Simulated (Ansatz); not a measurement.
A nudged elastic band was laid between two geometries of Cl2GeH2 + H (6 atoms, charge 0, multiplicity 2).

Level of theory: UKS PBE-D4/def2-SVP (Ansatz 0.2.0).

```yaml
movable_images: 7
climbing_image: from the first iteration
spring: 5.0 eV/Å²
optimiser: fire
start_path: through a guess of the saddle point
force_threshold: 0.05 eV/Å
iteration_limit: 60
end_points: relaxed
```

Image 0:

```xyz
6
Properties=species:S:1:pos:R:3
Ge -0.007 -0.012 -0.056
H 0.027 0.047 1.499
Cl 2.035 0.000 -0.788
Cl -1.017 1.762 -0.788
H -0.719 -1.247 -0.656
H -0.002 -0.003 3.355
```

Image 8:

```xyz
6
Properties=species:S:1:pos:R:3
Ge -0.001 -0.003 -0.372
H 0.014 0.024 2.733
Cl 2.051 0.004 -1.132
Cl -1.021 1.778 -1.132
H -0.719 -1.246 -1.033
H -0.006 -0.010 3.502
```

**Question.** Which bonds break or form, and what moves?

**Answer.** Bonds broken: Ge1–H2. Bonds formed: H2–H6. Cl2GeH2 + H becomes Cl2GeH + H2.

**Question.** Give the energies along the band, and the barrier.

**Answer.** The run converged. The highest image is number 0 of 0 to 8, 0.000 eV above the first end and 0.994 eV above the last; the last end lies 0.994 eV below the first. The highest image is an end point: on this band no image between the ends rises above it.

```
image  path coordinate (Å)  energy (eV)  Ge1–H2 (Å)  H2–H6 (Å)
    0                 0.00        0.000        1.56       1.86
    1                 0.08       -0.003        1.56       1.76
    2                 0.35       -0.058        1.63       1.42
    3                 0.61       -0.440        1.84       1.04
    4                 0.88       -0.860        2.15       0.80
    5                 1.15       -0.936        2.38       0.78
    6                 1.44       -0.974        2.61       0.78
    7                 1.72       -0.990        2.85       0.77
    8                 2.01       -0.994        3.11       0.77
```

Time of the run: 8.4 min on 2 threads of Arm Neoverse V1, with other jobs on the host, peak memory 0.14 GiB.
